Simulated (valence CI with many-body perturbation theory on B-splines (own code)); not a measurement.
# Pd32+ in brief

Level of theory: valence CI with perturbative core correlation (CI+MBPT): four valence electrons over a frozen Dirac-Fock core [Ne], radial functions for each j: 9 s, 9 p, 8 d, 6 f, 3 g, 1 h, with the one-electron correlation potential Σ1, the two-electron term Σ2, the three-electron term Σ3, Breit, model QED; selected CI, second order for the rest, scaled by the run's own slope (own B-spline code, finite nucleus).

The last digits are not significant, and no measured levels were compared; by estimate large intervals hold to a few tenths of a per cent, small ones and those within an open d or f shell to about a per cent.

Levels are named by their leading jj configuration (3d3/2^4 stands for four electrons in 3d with j = 3/2), which in mixed levels can hold well under half, so a name can repeat and another be missing.

Rates and lifetimes use the calculated energies. Strong lines usually hold to 10 to 20 %, long lifetimes can be off by a factor of two.

Task: What is the ground level?

Result: (3s^2 3p1/2^2) J=0, composition 76 % 3s2 3p2 3P + 23 % 3s2 3p2 1S.

Task: What is the ionisation energy?

Result: 1960.7 eV; NIST lists 1962 ± 4 eV (semi-empirical).

Task: What are the static dipole polarisabilities of the lowest levels?

Result: (3s^2 3p1/2^2) J=0 0.0250; (3s^2 3p1/2 3p3/2) J=1 0.0271 (tensor 0.0012); (3s^2 3p1/2 3p3/2) J=2 0.0270 (tensor 0.0017) bohr³, of which the core gives 0.000391.

Task: Name the longest-lived excited levels whose lifetime is computed, and their main decay.

Result: (3s^2 3p1/2 3p3/2) J=2 at 303320 cm⁻¹ lives 1.05 ms, mostly by E2 to (3s^2 3p1/2^2) J=0; (3s^2 3p3/2 3d5/2) J=4 at 1607400 cm⁻¹ lives 4.52 μs, mostly by M1 to (3s^2 3p1/2 3d5/2) J=3; (3s^2 3p1/2 3p3/2) J=1 at 262320 cm⁻¹ lives 4.01 μs, mostly by M1 to (3s^2 3p1/2^2) J=0.

Task: Among levels below 2043900 cm⁻¹, which E1 lines absorb most strongly from the ground level?

Result: to (3s^2 3p1/2 3d3/2) J=1 at 7.165 nm, f = 0.453; to (3s 3p1/2^2 3p3/2) J=1 at 9.746 nm, f = 0.131; to (3s 3p1/2 3p3/2^2) J=1 at 7.577 nm, f = 0.126.
